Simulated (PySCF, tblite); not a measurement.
Isomers of C2H7O2PSi2, one GFN2-xTB conformer each. Single-point energies are computed at PBE0/pcSseg-1 (PySCF, gas phase, no added dispersion term), electronic only.

| SMILES | GFN2-xTB relative energy (kJ/mol) |
| --- | --- |
| C#C[Si@](O)(P)O[SiH3] | 0.0 |
| O=CC(=O)[SiH2][SiH2]P | 389.2 |

Conformers: `[CH:1]#[C:2][Si@:3]([OH:4])([PH2:5])[O:6][SiH3:7]` with C2–Si3–O4–H 72°, C2–Si3–P5–H -43° and 50°, C2–Si3–O6–Si7 95°; `[O:1]=[CH:2][C:3](=[O:4])[SiH2:5][SiH2:6][PH2:7]` with O1–C2–C3–O4 -133°, C2–C3–Si5–Si6 -57°, C3–Si5–Si6–P7 -148°, Si5–Si6–P7–H 45° and -48°.

Question: What does PBE0/pcSseg-1 give for the same structures?

Answer: 
```csv
SMILES,PBE0/pcSseg-1 E (Eh),PBE0/pcSseg-1 (kJ/mol),GFN2-xTB (kJ/mol),point group
C#C[Si@](O)(P)O[SiH3],-1150.58357,0.0,0.0,C1
O=CC(=O)[SiH2][SiH2]P,-1150.46978,298.8,389.2,C1
```

Both levels put the same isomer lowest. As drawn, the lower has a C≡C bond, an O–H bond and an Si–O bond, which the higher lacks; the higher has a C=O bond and an Si–Si bond, which the lower lacks.

Question: Which frontier levels, dipoles and rotational constants go with these structures?

Answer: 
| SMILES | HOMO (eV, PBE0/pcSseg-1) | LUMO (eV) | dipole (D) | A, B, C (MHz) |
| --- | --- | --- | --- | --- |
| C#C[Si@](O)(P)O[SiH3] | -7.51 | -0.24 | 1.86 | 1465, 1107, 856.9 |
| O=CC(=O)[SiH2][SiH2]P | -6.78 | -3.09 | 2.29 | 2748, 754.0, 658.9 |

Question: What happens when harmonic zero-point energies from GFN2-xTB frequencies are added?

Answer: 
```
               SMILES  ZPE (kJ/mol)  electronic (kJ/mol)  with ZPE (kJ/mol)
C#C[Si@](O)(P)O[SiH3]         206.5                  0.0                0.0
O=CC(=O)[SiH2][SiH2]P         200.2                298.8              292.4
```

The zero-point energies span 6.3 kJ/mol. The order is unchanged.
